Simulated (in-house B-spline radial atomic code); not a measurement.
A run on Br3+ (an excited or competing configuration) that did not converge. Method: non-relativistic B97-1, spin-polarised, spherical fractional occupations, exact exchange averaged over the configuration, point nucleus; computed with an all-electron radial atomic-structure program (B-spline basis).

Command:
```bash
python run_scf.py task.json out
```
Settings:
```
Z                35
configuration    [Ar] 3d10 4s2 4p1 5f1
hamiltonian      nr
method           b97_1
spin_polarised   True
exact_exchange   averaged over the configuration
```

First and last ten iterations of the last attempt (damped for 15 steps, keeping 80 % of the old Fock matrix, then DIIS):
```
 iter        energy (Eh)    residual
    1       -2568.282396    4.47e-01
    2       -2526.380142    3.15e-01
    3       -2565.823685    3.36e-01
    4       -2566.781037    2.42e-01
    5       -2567.225654    2.35e-01
    6       -2567.434871    2.27e-01
    7       -2569.983543    1.13e-01
    8       -2570.066216    9.08e-02
    9       -2570.106797    7.24e-02
   10       -2570.127830    5.73e-02
  111       -2570.158444    6.06e-05
  112       -2570.158444    1.40e-06
  113       -2570.158444    6.06e-05
  114       -2570.158444    1.23e-05
  115       -2570.158444    1.86e-06
  116       -2570.158444    1.61e-05
  117       -2570.158444    1.33e-06
  118       -2570.158444    1.40e-06
  119       -2570.158444    1.63e-06
  120       -2570.158444    1.30e-06
 not converged after 120 iterations
```

The smallest residual met was 1.3e-06; the threshold is about 3e-07. Over the last five steps the energy moves by less than 1e-08 hartree, but the orbitals didn't meet the threshold. Time taken, with all properties: 3 s on 1 thread of Arm Neoverse V2 (shared host).
